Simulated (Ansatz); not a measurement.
Input and output for C₈H₁₉N (`CCCCNCCCC`).

```yaml
crystal:
  periodic: [false, false, false]
  atoms:
    - {symbol: C, position_ang: [-4.372817, -1.498100, 0.402112]}
    - {symbol: C, position_ang: [-3.042650, -1.750498, -0.286014]}
    - {symbol: C, position_ang: [-2.045092, -0.621210, -0.090212]}
    - {symbol: C, position_ang: [-0.718300, -0.881796, -0.796117]}
    - {symbol: N, position_ang: [0.286768, 0.155752, -0.701956]}
    - {symbol: C, position_ang: [0.776299, 0.428616, 0.634096]}
    - {symbol: C, position_ang: [1.954092, 1.387443, 0.604374]}
    - {symbol: C, position_ang: [3.182744, 0.830653, -0.095544]}
    - {symbol: C, position_ang: [4.322483, 1.831089, -0.169870]}
    - {symbol: H, position_ang: [-4.845793, -0.588068, 0.022267]}
    - {symbol: H, position_ang: [-5.070351, -2.324427, 0.246628]}
    - {symbol: H, position_ang: [-4.240552, -1.373238, 1.480536]}
    - {symbol: H, position_ang: [-3.207013, -1.905212, -1.359032]}
    - {symbol: H, position_ang: [-2.606710, -2.684098, 0.088653]}
    - {symbol: H, position_ang: [-2.474104, 0.316054, -0.468657]}
    - {symbol: H, position_ang: [-1.876166, -0.470858, 0.981894]}
    - {symbol: H, position_ang: [-0.912440, -1.066218, -1.859042]}
    - {symbol: H, position_ang: [-0.277788, -1.807022, -0.404508]}
    - {symbol: H, position_ang: [-0.056266, 1.011972, -1.122115]}
    - {symbol: H, position_ang: [1.097025, -0.527123, 1.067571]}
    - {symbol: H, position_ang: [0.003677, 0.830637, 1.310017]}
    - {symbol: H, position_ang: [1.643469, 2.319011, 0.111894]}
    - {symbol: H, position_ang: [2.208182, 1.664692, 1.633984]}
    - {symbol: H, position_ang: [3.515473, -0.069290, 0.435391]}
    - {symbol: H, position_ang: [2.898898, 0.503346, -1.099200]}
    - {symbol: H, position_ang: [4.026064, 2.724245, -0.727780]}
    - {symbol: H, position_ang: [4.632790, 2.156675, 0.827570]}
    - {symbol: H, position_ang: [5.198058, 1.406983, -0.666950]}
basis:
  gaussian: {orbitals: cc-pVTZ-DK}
total_charge: -1
magnetization: {spin_polarized: true, initial_magnetization: 1}
hamiltonian: {xc: {name: PBE}, dispersion: d3bj}
```

```sh
$ ansatz run in.yaml --threads 4 --pin off --events-out ev --progress --plain --max-ram 66560MiB --backend cuda --devices 0, --max-vram 37GiB
```

Shortened log:

```
Functional definition: PBE
2638 factors; their error is unknown
mean field evaluation 1: about -10063.4235 eV, gradient 7.0e1 eV
mean field evaluation 2: about -10013.5732 eV, gradient 1.2e2 eV
mean field evaluation 4: about -10085.5463 eV, gradient 1.6e1 eV
mean field evaluation 8: about -10087.1770 eV, gradient 4.9e0 eV
mean field evaluation 16: about -10087.8493 eV, gradient 1.4e-2 eV
mean field -10087.78642762 eV, -370.7193134680 hartree, gradient 2.0e-5 eV, S^2 0.750344; 8 other end points of the search recorded, 0 dependent functions left out
reference -10087.78650282 eV, -370.7193162314 hartree; 38, 37 occupied and 498, 499 virtual orbitals, 2638 factors
Total energy: -10088.42011651 eV, -370.7426011050 hartree
Relativity: scalar
```

It took 14 s on 4 threads of an AMD EPYC 7R13 on a shared host and a share of an NVIDIA H100 80 GB, with 1.5 GiB of host memory at the peak.
